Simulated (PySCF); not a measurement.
Working out the excitation energy of Al

Al [Ne] 3s2 3p1 (2P) → Al [Ne] 3s1 3p2 (4P). All numbers are calculated (PySCF 2.14, the spin-free X2C one-electron Hamiltonian (Gaussian nucleus), in aug-cc-pVDZ-DK). Frozen: [Ne]. Energies in hartree (1 hartree = 27.21139 eV):

| part | Al (lower) | Al (upper) |
| --- | --- | --- |
| UHF | -242.309082 | -242.219163 |
| MP2 opposite-spin | -0.028748 | 0.000000 |
| MP2 same-spin | -0.002230 | -0.007492 |

What does Hartree-Fock give?

(-242.219163) − (-242.309082) = 0.089919 hartree = 2.447 eV.

What do MP2 and SCS-MP2 (6/5 opposite-spin, 1/3 same-spin) give?

The opposite-spin parts differ by 0.782 eV and the same-spin parts by -0.143 eV. MP2: 2.447 + (0.782) + (-0.143) = 3.086 eV. SCS-MP2: 2.447 + 1.2 × (0.782) + (-0.143)/3 = 3.338 eV.

Measured between the centres of the two terms (NIST): 3.598 eV, so MP2 (valence) is off by -0.512 eV.

A double-zeta basis recovers only part of the correlation energy.

What remains against the reference includes basis incompleteness, the frozen core and correlation beyond second order.
